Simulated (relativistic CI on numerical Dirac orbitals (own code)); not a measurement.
## One change at a time: Pb¹⁴⁺

Base calculation: Dirac-Coulomb-Breit CI, orbitals from a KLI potential per configuration, model QED (radiative potential, 1s self-energy scaled to tabulated hydrogen-like ionisation energies), unscaled Slater integrals.

Configurations in the expansion (outside the closed core [Kr] 4d10): 4f14 5s2 5p6, 4f14 5s2 5p5 5d, 4f14 5s 5p6 5d, 4f14 5s2 5p5 5f, 4f14 5s2 5p5 5g, 4f14 5s 5p6 5f, 4f14 5s2 5p5 6s, 4f13 5s2 5p6 5d, 4f14 5s2 5p5 6p, 4f14 5s 5p6 5g, 4f14 5p6 5d2, 4f14 5p5 5d3, 4f14 5p5 5d2 5f, 4f14 5p5 5d2 5g, 4f14 5p5 5d2 6s. Double excitations out of closed p, d and f shells are left out; levels of such configurations are missing from the list, as are those of other unlisted configurations, and high levels can miss mixing partners. These lack a partner that the ground configuration has and come out too high: 4f13 5s2 5p6 5d, 4f14 5s2 5p5 6p.

Variants: (1) valence Slater integrals scaled by 0.9; (2) Breit term removed; (3) one mean potential for all configurations. Shifts of the energy above 4f14 5s2 5p6 1S_0, in cm⁻¹, for the lowest level and the first level of each name with at least 55 % of one term (blank where a level changes its place among those of its configuration and J or its character, or is not in the variant):

```tsv
Level	Base	Δ(1)	Δ(2)	Δ(3)
4f14 5s2 5p6 1S_0	0	0	0	0
4f14 5s2 5p5 5d 3P°_0	520060	+3466	+1037	-260
4f14 5s2 5p5 5d 3P°_1	533496	+2586	+1167	-262
4f14 5s2 5p5 5d 3F°_3	547821	+903	+1127	-283
4f14 5s2 5p5 5d 3F°_4	568171	+2190	+1820	-277
4f14 5s2 5p5 5d 3D°_3	598364	-1012	+1773	-273
4f14 5s2 5p5 5d 3D°_1	652790	-4385	+1927	-200
4f14 5s2 5p5 5d 3F°_2	757373	+1440	+3574	-251
4f14 5s2 5p5 5d 1P°_1	843872	-9477	+3311	+2
4f14 5s2 5p5 6s 3P°_2	1029915	+263	+1186	+292
4f14 5s2 5p5 6s 1P°_1	1037229	-457	+1199	+463
4f14 5s 5p6 5d 3D_1	1137364	+6199	+1834	-316
4f14 5s 5p6 5d 3D_2	1150436	+5456	+1975	-219
4f13 5s2 5p6 5d 3P°_2	1166774	+1516	-3265	+23557
```

At this charge energies of transitions that change n are usually good to better than 1 %, and those within a shell (Δn = 0) to a few per cent. Levels and lines within the n = 5 or 6 shells can be off by up to 10 % or somewhat more, and those that change n by about 2 %, since core polarisation is missing.

Ionisation energy from the two ground configurations alone: base 336.411 eV; Breit term removed 336.693 eV. The NIST ASD value (semi-empirical) is 338.1 eV.

LS names give the leading component of a level, which can be under half, so a name can repeat, a term be missing and a line seem to break the LS rules.
